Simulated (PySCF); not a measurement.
C₂H₅FN₂Si, SMILES F[C@@H]1[Si@H](N)C=N1. Geometry optimised at PBE0-D3(BJ)/def2-SVP. The structure was generated by enumeration; whether it is a known compound was not checked. Other conformers were not sampled.

Task: Give the equilibrium geometry at PBE0-D3(BJ)/def2-SVP (PySCF confirms it by a frequency run) as Cartesian coordinates in Å. (Estimate from the structure and the level; the computed values follow.)

Result: Several could match; the one computed here: 
```xyz
11

N      2.0119     0.5010     0.4030
Si     0.4092     0.8745    -0.0581
C     -1.0271     0.5082     1.1243
N     -1.5564    -0.4420     0.4345
C     -0.7149    -0.5272    -0.7680
F     -0.1342    -1.7647    -0.8664
H      2.2796    -0.4004     0.7783
H      2.8050     1.0733     0.1467
H      0.4710     2.2146    -0.7190
H     -1.4813     0.8229     2.0760
H     -1.3319    -0.3697    -1.6708
```
Charge 0, spin multiplicity 1.
